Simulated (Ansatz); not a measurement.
Reaction (cleavage of the Si–Sn bond): `F[CH2][SnH2][SiH3]` + `[OH][In]([OH])[SH]` → `[OH][In]([SH])[O][SiH3]` + `F[CH2][SnH3]`

Gas-phase electronic energies from Ansatz, PBE0-D4/def2-TZVP geometries. CBS: MP2 limit from def2 TZ/QZ plus the TZ coupled-cluster correction, frozen cores. def2 core potentials past Kr. For In, Sn outer-core shells are correlated without core-valence functions, which leaves a few kJ/mol of doubt a bond. Each species was taken in one conformer, which may not be the lowest.

```tsv
species	CCSD(T)/CBS(def2) energy (Eh)
`F[CH2][SnH2][SiH3]`	-645.12275
`[OH][In]([OH])[SH]`	-739.81423
`[OH][In]([SH])[O][SiH3]`	-1030.13461
`F[CH2][SnH3]`	-354.83026
```

**Question.** Work out ΔE.

**Answer.** ΔE = (-1030.13461) + (-354.83026) − (-645.12275) − (-739.81423) = -0.02789 Eh = -73.2 kJ/mol.

Largest T1 diagnostic among the species: 0.016.

In def2-TZVPP, CCSD(T) changes the Hartree–Fock value by +22.0 kJ/mol (the triples alone add +2.5 kJ/mol) and MP2 by +20.9 kJ/mol. From PBE to PBE0 (25 % exact exchange), in def2-TZVPP and without D4, ΔE moves by −8.9 kJ/mol.
